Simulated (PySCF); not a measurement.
C4H7FSi, SMILES C#CC[Si@@H](C)F.

Geometry: PBE0-D3(BJ)/def2-SVP. The structure was generated by enumeration; whether it is a known compound was not checked. The values are those of a single conformer.

Two levels are set side by side: PBE/def2-TZVP (PySCF) and B3LYP/def2-TZVP (PySCF). Same geometry, gas phase. Differences are taken from unrounded values.

| quantity | B3LYP |
|---|---|
| orbital gap (eV) | 7.72 |
| highest occupied level (eV) | -7.26 |
| lowest empty level (eV) | 0.46 |
| dipole moment (D) | 1.83 |
| mean polarisability (bohr³) | 69.0 |

What does PBE give, and how far is it from B3LYP? (Estimate from the structure and the level; the computed values follow.)


```
quantity                       PBE  PBE minus B3LYP
---------------------------  -----  ---------------
orbital gap (eV)              6.05            -1.67
highest occupied level (eV)  -6.29             0.97
lowest empty level (eV)      -0.24            -0.70
dipole moment (D)             1.76            -0.06
mean polarisability (bohr³)   71.1              2.1
```

Without exact exchange PBE keeps part of each electron's self-repulsion, which lifts occupied levels and narrows the gap. Loosely held outer electrons make PBE densities more polarisable. Differences between two approximate levels are no errors against the true value.

Rough cost on one machine, each run with all the roots and properties that it gave: B3LYP against PBE within a factor of 2.
